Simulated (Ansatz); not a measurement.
```xyz
10

C     0.118   -1.309    0.686
Ti   -0.334    0.478   -0.217
O     0.861    1.629    0.396
O    -0.178    0.168   -1.961
Cl   -2.403    0.976    0.397
H     0.022   -1.203    1.770
H    -0.579   -2.071    0.325
H     1.141   -1.598    0.433
H     1.016    2.442    0.873
H     0.337    0.489   -2.701
```

Charge 0, multiplicity 1.

Problem. List the CAM-B3LYP/def2-TZVPP orbital energies in eV (Ansatz 0.2.0). (Estimate.)

Solution. The calculation gave: Occupied: -4871.04, -2763.75, -545.36, -522.99, -522.84, -455.92, -455.91, -455.85, -278.13, -258.54, -197.53, -197.49, -197.48, -68.38, -44.35, -44.19, -43.87, -29.10, -28.87, -23.62, -20.51, -16.09, -15.81, -12.89, -12.81, -12.14, -11.76, -11.63, -11.39, -11.32, -10.43, -10.25, -9.45. Lowest empty: -0.75, -0.49, 0.04, 0.34, 0.52, 0.63, 2.04, 2.33.
